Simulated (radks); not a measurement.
Coulomb parameter of the 5d shell of the mercury ion Hg2+ in the model configuration [Xe] 4f14 5d9 6s1, as a second difference U = [E(n + 1) + E(n - 1) - 2 E(n)] / (1)^2 with all orbitals relaxed. "Bare": the charge of the atom changes with n. "Screened": the 6s shell takes up the change at fixed total charge, which measures U(5d,5d) + U(6s,6s) - 2 U(5d,6s). Method: scalar-relativistic Kohn-Sham, PBEsol, spin-unpolarised, spherical densities, finite nucleus; Fermi nuclear charge, rms radius 5.4648 fm; computed with a radial shooting solver on a logarithmic mesh with Libxc functionals.

| case | configuration | E - E(n) (eV) |
|---|---|---|
| start | [Xe] 4f14 5d9 6s1 | 0.000 |
| bare +1 | [Xe] 4f14 5d10 6s1 | -25.141 |
| bare -1 | [Xe] 4f14 5d8 6s1 | 38.509 |
| screened +1 | [Xe] 4f14 5d10 | -6.146 |
| screened -1 | [Xe] 4f14 5d8 6s2 | 7.569 |

U(bare) = 13.368 eV, U(screened by 6s) = 1.422 eV, against the Slater integral F0(5d,5d) = 17.463 eV with frozen orbitals.
